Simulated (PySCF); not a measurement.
A calculated (UHF, PySCF 2.14, cc-pV(T+d)Z, no relativity, point nucleus) atom or ion has these occupied shells.

```tsv
shell	electrons	orbital energy (eV)	rms radius, mean of both spins (bohr)
1s α	1	-1612.9	0.139
1s β	1	-1612.5	0.139
2s α	1	-154.19	0.677
2s β	1	-153.45	0.677
2p α	3	-108.01	0.672
2p β	3	-107.73	0.672
3s α	1	-28.059	2.39
```

(1) Name the element and its charge.

Answers

(1) Al²⁺ (aluminium, charge +2), in [Ne] 3s1, 2S determinant.
